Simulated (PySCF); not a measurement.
## How the method changes the constants of IrC

State: doublet, unpaired electrons σ ↑, a mixture of terms (⟨Lz²⟩ = 1.3). Set-up: Ir x2c-TZVPPall, C x2c-TZVPPall; spin-free X2C with a Gaussian nucleus (PySCF 2.14). De refers to Ir (5d7 6s2) + C in their high-spin ground configurations, without counterpoise correction. The functionals are run spin-unrestricted. A positive dipole means Ir(−)C(+). Levels whose curve was spin-contaminated or gave no clean fit are not listed.

```
  Level  Re (Å)  ωe (cm⁻¹)  De (eV)  μ (D)  CPU s a point (SCF and correlation, without the integrals)
    PBE   1.636       1156      n/a  -1.99                                                         4.6
   PW91   1.636       1156      n/a  -1.98                                                         3.2
 r²SCAN   1.617       1198      n/a  -2.12                                                          19
   PBE0   1.619       1202      n/a  -2.19                                                          11
  B97-3   1.621       1192      n/a  -2.32                                                         7.8
   MN15   1.619       1198      n/a  -2.06                                                          12
ωB97M-V   1.612       1220      n/a  -2.28                                                          34
```

(1) What does a quarter of exact exchange do here, going from PBE to PBE0?

(2) What does the step from GGA to meta-GGA do here, going from PBE to r²SCAN?

De is left out where the level can put another filling of the metal’s s and d shells below the measured ground configuration, by anything from nothing to about 1 eV. These are scalar-relativistic numbers at best; spin–orbit coupling would shift them, the dissociation energy most. With d or f electrons several states lie close, and the lowest PBE0 determinant need not be the measured ground state.

The whole job (state search and all levels along the bond) took about 21 min on 2 threads of Arm Neoverse V1 (shared host), peak memory 8.7 GiB.

## Answers

(1) PBE0 less PBE: -1.7 pm in Re, +4.0 % in ωe. Exact exchange removes part of the self-interaction that spreads semilocal densities, and in most molecules shortens and stiffens the bond and lowers De; so it does here.

(2) r²SCAN less PBE: -1.9 pm in Re, +3.6 % in ωe.
